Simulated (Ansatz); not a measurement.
A run on GeO, SMILES `[O+]#[Ge-]` with other settings.

```yaml
crystal:
  periodic: [false, false, false]
  atoms:
    - {symbol: O, position_ang: [-0.688993, 0.249047, -0.348403]}
    - {symbol: Ge, position_ang: [0.688993, -0.249047, 0.348403]}
basis:
  gaussian: {orbitals: ANO-RCC-VTZP}
hamiltonian: {xc: {name: B97}}
scf: {lower_state_search: light}
output: {forces: true}
```

```sh
$ ansatz run in.yaml --threads 2 --pin off --events-out ev --progress --plain --max-ram 32768MiB --backend cpu
```

It prints (some lines left out):

```
Functional definition: B97
480 factors; integrals over basis functions are off by at most 9.4e-4 eV
mean field evaluation 1: about -59147.0485 eV, gradient 7.4e1 eV
mean field evaluation 2: about -59009.4582 eV, gradient 2.0e2 eV
mean field evaluation 4: about -59157.6140 eV, gradient 9.2e0 eV
mean field evaluation 8: about -59157.7511 eV, gradient 3.0e-1 eV
mean field evaluation 16: about -59157.7513 eV, gradient 5.4e-6 eV
mean field -59157.75126426 eV, -2174.0072603975 hartree, gradient 6.3e-6 eV, S^2 0.000000; 0 other end points of the search recorded, 0 dependent functions left out
reference -59157.75128845 eV, -2174.0072612866 hartree; 20, 20 occupied and 53, 53 virtual orbitals, 480 factors
Total energy: -59157.75128845 eV, -2174.0072612866 hartree
Relativity: scalar
Atom 0 at    -0.688993     0.249047    -0.348403 Å, force    -0.205084     0.074131    -0.103705 eV/Å
Atom 1 at     0.688993    -0.249047     0.348403 Å, force     0.205084    -0.074131     0.103705 eV/Å
Dipole moment:     0.619995    -0.224106     0.313513 e Å
```

It took 3.9 s on 2 threads of an AMD EPYC 7R13 on a shared host, with 0.19 GiB of host memory at the peak.
